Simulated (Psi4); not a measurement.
H3Cl3GeOSi (SMILES [SiH3][O][Ge]([Cl])([Cl])[Cl]), singlet, at a GFN2-xTB geometry; CAM-B3LYP/def2-SVP (Psi4).

Here is a job for Psi4.
```
memory 2 GB

molecule mol {
0 1
  Si   -2.798828    0.377472   -0.595349
  O    -1.209745    0.610420   -0.281238
  Ge    0.356662   -0.008608    0.073523
  Cl    0.884353   -1.390044   -1.427737
  Cl    1.599150    1.679357    0.064620
  Cl    0.281212   -0.930445    1.966033
  H    -3.385438   -0.334114    0.540175
  H    -2.902707   -0.411940   -1.822420
  H    -3.263657    1.752776   -0.735251
}

set basis def2-svp
set reference rks

energy('cam-b3lyp')
print_variables()
```

Q: What does Psi4 print? Leave out banner, timings and long lists.

A: 
```
   => Loading Basis Set <=

    Name: DEF2-SVP
    Role: ORBITAL
    Keyword: BASIS

         ---------------------------------------------------------
                                   SCF
               by Justin Turney, Rob Parrish, Andy Simmonett
                          and Daniel G. A. Smith
                              RKS Reference
         ---------------------------------------------------------

  ==> Geometry <==

    Molecular point group: c1
    Full point group: C1

    Geometry (in Angstrom), charge = 0, multiplicity = 1:

       Center              X                  Y                   Z               Mass
    ------------   -----------------  -----------------  -----------------  -----------------
         SI          -2.868638712492     0.385076370383    -0.610097235405    27.976926534650
         O           -1.279555712492     0.618024370383    -0.295986235405    15.994914619570
         GE           0.286851287508    -0.001003629617     0.058774764595    73.921177761000
         CL           0.814542287508    -1.382439629617    -1.442485235405    34.968852682000
         CL           1.529339287508     1.686961370383     0.049871764595    34.968852682000
         CL           0.211401287508    -0.922840629617     1.951284764595    34.968852682000
         H           -3.455248712492    -0.326509629617     0.525426764595     1.007825032230
         H           -2.972517712492    -0.404335629617    -1.837168235405     1.007825032230
         H           -3.333467712492     1.760380370383    -0.749999235405     1.007825032230

  Running in c1 symmetry.

  Rotational constants: A =      0.03975  B =      0.02724  C =      0.02704 [cm^-1]
  Rotational constants: A =   1191.59852  B =    816.59919  C =    810.49313 [MHz]
  Nuclear repulsion =  938.459385514744895

  Charge       = 0
  Multiplicity = 1
  Electrons    = 108
  Nalpha       = 54
  Nbeta        = 54

  ==> Algorithm <==

  SCF Algorithm Type is DF.
  DIIS enabled.
  MOM disabled.
  Fractional occupation disabled.
  Guess Type is SAD.
  Energy threshold   = 1.00e-06
  Density threshold  = 1.00e-06
  Integral threshold = 1.00e-12

  ==> Primary Basis <==

  Basis Set: DEF2-SVP
    Blend: DEF2-SVP
    Number of shells: 59
    Number of basis functions: 133
    Number of Cartesian functions: 141
    Spherical Harmonics?: true
    Max angular momentum: 2

  ==> DFT Potential <==

   => LibXC <=

    Version 7.1.2
    S. Lehtola, C. Steigemann, M. J. T. Oliveira, and M. A. L. Marques,  SoftwareX 7, 1–5 (2018) (10.1016/j.softx.2017.11.002)

   => Composite Functional: CAM-B3LYP <=

    CAM-B3LYP Hyb-GGA Exchange-Correlation Functional

    T. Yanai, D. P. Tew, and N. C. Handy,  Chem. Phys. Lett. 393, 51 (2004) (10.1016/j.cplett.2004.06.011)

    Deriv               =              1
    GGA                 =           TRUE
    Meta                =          FALSE

    Exchange Hybrid     =           TRUE
    MP2 Hybrid          =          FALSE

   => Exchange Functionals <=

    0.3500         Becke 88 [omega = 0.3300]
    0.4600   Short-range recipe for B88 functional - erf [omega = 0.3300]

   => Exact (HF) Exchange <=

    0.4600            HF,LR [omega = 0.3300]
    0.1900               HF

   => Correlation Functionals <=

    0.1900   Vosko, Wilk & Nusair (VWN5)
    0.8100   Lee, Yang & Parr

   => LibXC Density Thresholds  <==

    XC_HYB_GGA_XC_CAM_B3LYP:  1.00E-14

   => Molecular Quadrature <=

    Radial Scheme          =       TREUTLER
    Pruning Scheme         =           NONE
    Nuclear Scheme         =       TREUTLER

    Blocking Scheme        =         OCTREE
    BS radius alpha        =              1
    Pruning alpha          =              1
    Radial Points          =             75
    Spherical Points       =            302
    Total Points           =         190357
    Total Blocks           =           1497
    Max Points             =            256
    Max Functions          =            120
    Weights Tolerance      =       1.00E-15

   => Loading Basis Set <=

    Name: (DEF2-SVP AUX)
    Role: JKFIT
    Keyword: DF_BASIS_SCF

  ==> Integral Setup <==

  SCF_SUBTYPE=INCORE selected. In-core MEM_DF algorithm will be used.
  Using in-core AOs.

  ==> MemDFJK: Density-Fitted J/K Matrices <==

    J tasked:                   Yes
    K tasked:                   Yes
    wK tasked:                  Yes
    Omega:                3.300E-01
    Algorithm:                 Core
    Schwarz Cutoff:           1E-12
    Mask sparsity (%):       9.3391
    Fitting Condition:        1E-10

   => Auxiliary Basis Set <=

  Basis Set: (DEF2-SVP AUX)
    Blend: DEF2-UNIVERSAL-JKFIT
    Number of shells: 255
    Number of basis functions: 909
    Number of Cartesian functions: 1144
    Spherical Harmonics?: true
    Max angular momentum: 5

  Minimum eigenvalue in the overlap matrix is 1.0107792594E-02.
  Reciprocal condition number of the overlap matrix is 2.3208667404E-03.
    Using symmetric orthogonalization.

  ==> Pre-Iterations <==

  SCF Guess: Superposition of Atomic Densities via on-the-fly atomic UHF (no occupation information).

   -------------------------
    Irrep   Nso     Nmo
   -------------------------
     A        133     133
   -------------------------
    Total     133     133
   -------------------------

  ==> Iterations <==

                           Total Energy        Delta E     RMS |[F,P]|

   @DF-RKS iter SAD: -3820.12038427140396   -3.82012e+03   0.00000e+00
   @DF-RKS iter   1: -3822.40012720352388   -2.27974e+00   1.76563e-02 DIIS/ADIIS
   @DF-RKS iter   2: -3821.67922312482324    7.20904e-01   2.54098e-02 DIIS/ADIIS
   @DF-RKS iter   3: -3823.59447462541493   -1.91525e+00   8.57328e-04 DIIS/ADIIS
   @DF-RKS iter   4: -3823.59597321183310   -1.49859e-03   4.56094e-04 DIIS/ADIIS
   @DF-RKS iter   5: -3823.59755164110720   -1.57843e-03   9.03113e-05 DIIS
   @DF-RKS iter   6: -3823.59760271920732   -5.10781e-05   3.38916e-05 DIIS
   @DF-RKS iter   7: -3823.59761262519669   -9.90599e-06   4.89927e-06 DIIS
   @DF-RKS iter   8: -3823.59761295501630   -3.29820e-07   9.15600e-07 DIIS
  Energy and wave function converged.

  ==> Post-Iterations <==

   Electrons on quadrature grid:
      Ntotal   =  108.0000307962 ; deviation = 3.080e-05

    Orbital Energies [Eh]
    ---------------------

    Doubly Occupied:

[...]
    Virtual:

[...]
     133A      3.282610

    Final Occupation by Irrep:
              A
    DOCC [    54 ]
    NA   [    54 ]
    NB   [    54 ]

  @DF-RKS Final Energy: -3823.59761295501630

   => Energetics <=

    Nuclear Repulsion Energy =            938.4593855147448949
    One-Electron Energy =               -7177.7782045941294200
    Two-Electron Energy =                2565.6699736627551829
    DFT Exchange-Correlation Energy =    -149.9487675383870737
    Empirical Dispersion Energy =           0.0000000000000000
    VV10 Nonlocal Energy =                  0.0000000000000000
    Total Energy =                      -3823.5976129550163023

Computation Completed

Properties will be evaluated at   0.000000,   0.000000,   0.000000 [a0]

Properties computed using the SCF density matrix

 Multipole Moments:

 ------------------------------------------------------------------------------------
     Multipole            Electronic (a.u.)      Nuclear  (a.u.)        Total (a.u.)
 ------------------------------------------------------------------------------------

 L = 1.  Multiply by 2.5417464519 to convert [e a0] to [Debye]
 Dipole X            :         13.8425124          -14.2477261           -0.4052137
 Dipole Y            :         -1.6557491            1.5519603           -0.1037888
 Dipole Z            :          2.9311104           -3.0099320           -0.0788216
 Magnitude           :                                                    0.4256561

 ------------------------------------------------------------------------------------

  Variable Map:
  ----------------------------------------------------------------------------
[...]
  Array Variable Map:
  ----------------------------------------------------------------------------
[...]
[...]
```
